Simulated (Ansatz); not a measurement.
Computed with Ansatz.

A structure relaxed at PBE0-D4/def2-TZVP, charge 0, multiplicity 1:

```xyz
10

C    -0.0349    2.1118    0.3484
Ga   -0.0050    0.2082    0.0371
O     0.9860   -1.2766    0.3809
C     0.0322   -2.0389   -0.3349
O    -0.9499   -1.1179   -0.7712
H     0.3938    2.3375    1.3252
H     0.5521    2.6208   -0.4176
H    -1.0599    2.4810    0.3091
H     0.5049   -2.5294   -1.1967
H    -0.4195   -2.7966    0.3198
```

(1) Give its formula and SMILES.

(2) Point group (tolerance 0.08 Å, 0.16 Å for H)?

(3) Summarise the bond lengths by kind.

## Answers

(1) C2H5GaO2, `[CH3][Ga]1[O]C[O]1`.

(2) Cs.

(3) 1 × C–Ga 1.929 Å; 5 × C–H 1.090 to 1.098 Å; 2 × Ga–O 1.818 Å; 2 × C–O 1.415 Å.
